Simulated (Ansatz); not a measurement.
Ansatz (a first-principles code) input (HF/6-31G* with LANL2DZ past Ar): The .json file joins the Basis Set Exchange's 6-31G* for atoms up to Ar and LANL2DZ past it.

Ansatz 0.2 input:
```yaml
crystal:
  periodic: [false, false, false]
  atoms:
    - {symbol: Li, position_ang: [-0.00000000, -0.00000000, -2.32580748]}
    - {symbol: I, position_ang: [0.00000000, 0.00000000, 0.13164948]}
basis:
  gaussian:
    orbitals: 6-31Gs+LANL2DZ.json
hamiltonian:
  xc: {name: HF}
phonons: {temperatures: {t_min: 298.15, t_max: 298.15, t_step: 100}}
```

Output:

```
Functional definition: HF
integrals: 0.00 GiB planned
287 factors; integrals over basis functions are off by at most 3.4e-4 eV
mean field: 0.04 GiB planned
mean field evaluation 1: about -508.1714 eV, gradient 8.8e0 eV
mean field evaluation 2: about -508.1716 eV, gradient 8.8e0 eV
mean field evaluation 4: about -508.6259 eV, gradient 2.8e-1 eV
mean field evaluation 8: about -508.6272 eV, gradient 2.2e-3 eV
mean field -508.62716447 eV, -18.6917035345 hartree, gradient 1.8e-5 eV, S^2 0.000000; 0 other end points of the search recorded, 0 dependent functions left out
the calculation of the forces begins
reference -508.62716447 eV, -18.6917035345 hartree; 5, 5 occupied and 18, 18 virtual orbitals, 287 factors
these checks for a lower state are left out or cut short: stability, starts, cluster_reference, orbital_swaps, neighbouring_geometries, increment
integrals: 0.00 GiB planned
287 factors; integrals over basis functions are off by at most 3.4e-4 eV
mean field: 0.04 GiB planned
mean field evaluation 16: about -508.6272 eV, gradient 2.3e-6 eV
mean field -508.62716447 eV, -18.6917035346 hartree, gradient 9.9e-7 eV, S^2 0.000000; 0 other end points of the search recorded, 0 dependent functions left out
the calculation of the forces begins
reference -508.62716447 eV, -18.6917035346 hartree; 5, 5 occupied and 18, 18 virtual orbitals, 287 factors
these checks for a lower state are left out or cut short: stability, starts, cluster_reference, orbital_swaps, neighbouring_geometries, increment
integrals: 0.00 GiB planned
287 factors; integrals over basis functions are off by at most 3.4e-4 eV
mean field: 0.04 GiB planned
mean field -508.62716447 eV, -18.6917035346 hartree, gradient 9.9e-7 eV, S^2 0.000000; 0 other end points of the search recorded, 0 dependent functions left out
the calculation of the forces begins
reference -508.62716447 eV, -18.6917035346 hartree; 5, 5 occupied and 18, 18 virtual orbitals, 287 factors
these checks for a lower state are left out or cut short: stability, starts, cluster_reference, orbital_swaps, neighbouring_geometries, increment
integrals: 0.00 GiB planned
287 factors; integrals over basis functions are off by at most 3.4e-4 eV
mean field: 0.04 GiB planned
mean field evaluation 32: about -508.6272 eV, gradient 9.9e-7 eV
mean field -508.62716447 eV, -18.6917035346 hartree, gradient 9.9e-7 eV, S^2 0.000000; 0 other end points of the search recorded, 0 dependent functions left out
the calculation of the forces begins
reference -508.62716447 eV, -18.6917035346 hartree; 5, 5 occupied and 18, 18 virtual orbitals, 287 factors
these checks for a lower state are left out or cut short: stability, starts, cluster_reference, orbital_swaps, neighbouring_geometries, increment
integrals: 0.00 GiB planned
287 factors; integrals over basis functions are off by at most 3.4e-4 eV
mean field: 0.04 GiB planned
mean field -508.62716447 eV, -18.6917035346 hartree, gradient 9.9e-7 eV, S^2 0.000000; 0 other end points of the search recorded, 0 dependent functions left out
the calculation of the forces begins
reference -508.62716447 eV, -18.6917035346 hartree; 5, 5 occupied and 18, 18 virtual orbitals, 287 factors
these checks for a lower state are left out or cut short: stability, starts, cluster_reference, orbital_swaps, neighbouring_geometries, increment
integrals: 0.00 GiB planned
287 factors; integrals over basis functions are off by at most 3.4e-4 eV
mean field: 0.04 GiB planned
mean field -508.62714456 eV, -18.6917028029 hartree, gradient 1.1e-6 eV, S^2 0.000000; 0 other end points of the search recorded, 0 dependent functions left out
the calculation of the forces begins
reference -508.62714456 eV, -18.6917028029 hartree; 5, 5 occupied and 18, 18 virtual orbitals, 287 factors
these checks for a lower state are left out or cut short: stability, starts, cluster_reference, orbital_swaps, neighbouring_geometries, increment
integrals: 0.00 GiB planned
287 factors; integrals over basis functions are off by at most 3.4e-4 eV
mean field: 0.04 GiB planned
mean field -508.62714802 eV, -18.6917029300 hartree, gradient 1.3e-6 eV, S^2 0.000000; 0 other end points of the search recorded, 0 dependent functions left out
the calculation of the forces begins
reference -508.62714802 eV, -18.6917029300 hartree; 5, 5 occupied and 18, 18 virtual orbitals, 287 factors
these checks for a lower state are left out or cut short: stability, starts, cluster_reference, orbital_swaps, neighbouring_geometries, increment
integrals: 0.00 GiB planned
287 factors; integrals over basis functions are off by at most 3.4e-4 eV
mean field: 0.04 GiB planned
mean field -508.62716447 eV, -18.6917035346 hartree, gradient 9.9e-7 eV, S^2 0.000000; 0 other end points of the search recorded, 0 dependent functions left out
the calculation of the forces begins
reference -508.62716447 eV, -18.6917035346 hartree; 5, 5 occupied and 18, 18 virtual orbitals, 287 factors
these checks for a lower state are left out or cut short: stability, starts, cluster_reference, orbital_swaps, neighbouring_geometries, increment
integrals: 0.00 GiB planned
287 factors; integrals over basis functions are off by at most 3.4e-4 eV
mean field: 0.04 GiB planned
mean field evaluation 64: about -508.6272 eV, gradient 1.3e-5 eV
mean field -508.62716447 eV, -18.6917035346 hartree, gradient 9.9e-7 eV, S^2 0.000000; 0 other end points of the search recorded, 0 dependent functions left out
the calculation of the forces begins
reference -508.62716447 eV, -18.6917035346 hartree; 5, 5 occupied and 18, 18 virtual orbitals, 287 factors
these checks for a lower state are left out or cut short: stability, starts, cluster_reference, orbital_swaps, neighbouring_geometries, increment
integrals: 0.00 GiB planned
287 factors; integrals over basis functions are off by at most 3.4e-4 eV
mean field: 0.04 GiB planned
mean field -508.62716447 eV, -18.6917035346 hartree, gradient 9.9e-7 eV, S^2 0.000000; 0 other end points of the search recorded, 0 dependent functions left out
the calculation of the forces begins
reference -508.62716447 eV, -18.6917035346 hartree; 5, 5 occupied and 18, 18 virtual orbitals, 287 factors
these checks for a lower state are left out or cut short: stability, starts, cluster_reference, orbital_swaps, neighbouring_geometries, increment
integrals: 0.00 GiB planned
287 factors; integrals over basis functions are off by at most 3.4e-4 eV
mean field: 0.04 GiB planned
mean field -508.62716447 eV, -18.6917035346 hartree, gradient 9.9e-7 eV, S^2 0.000000; 0 other end points of the search recorded, 0 dependent functions left out
the calculation of the forces begins
reference -508.62716447 eV, -18.6917035346 hartree; 5, 5 occupied and 18, 18 virtual orbitals, 287 factors
these checks for a lower state are left out or cut short: stability, starts, cluster_reference, orbital_swaps, neighbouring_geometries, increment
integrals: 0.00 GiB planned
287 factors; integrals over basis functions are off by at most 3.4e-4 eV
mean field: 0.04 GiB planned
mean field -508.62714802 eV, -18.6917029300 hartree, gradient 1.3e-6 eV, S^2 0.000000; 0 other end points of the search recorded, 0 dependent functions left out
the calculation of the forces begins
reference -508.62714802 eV, -18.6917029300 hartree; 5, 5 occupied and 18, 18 virtual orbitals, 287 factors
these checks for a lower state are left out or cut short: stability, starts, cluster_reference, orbital_swaps, neighbouring_geometries, increment
integrals: 0.00 GiB planned
287 factors; integrals over basis functions are off by at most 3.4e-4 eV
mean field: 0.04 GiB planned
mean field -508.62714456 eV, -18.6917028029 hartree, gradient 1.1e-6 eV, S^2 0.000000; 0 other end points of the search recorded, 0 dependent functions left out
the calculation of the forces begins
reference -508.62714456 eV, -18.6917028029 hartree; 5, 5 occupied and 18, 18 virtual orbitals, 287 factors
Total energy: -508.62716447 eV, -18.6917035345 hartree
Atom 0 at    -0.000000    -0.000000    -2.325807 Å, force    -0.000000     0.000000    -0.000674 eV/Å
Atom 1 at     0.000000     0.000000     0.131649 Å, force     0.000000    -0.000000     0.000674 eV/Å
Dipole moment:     0.000000     0.000000    -1.678036 e Å
Vibrations: 490.32 cm⁻¹, zero-point energy 0.030396 eV
```

The blocks after the first are displaced geometries, from whose forces the wavenumbers follow.
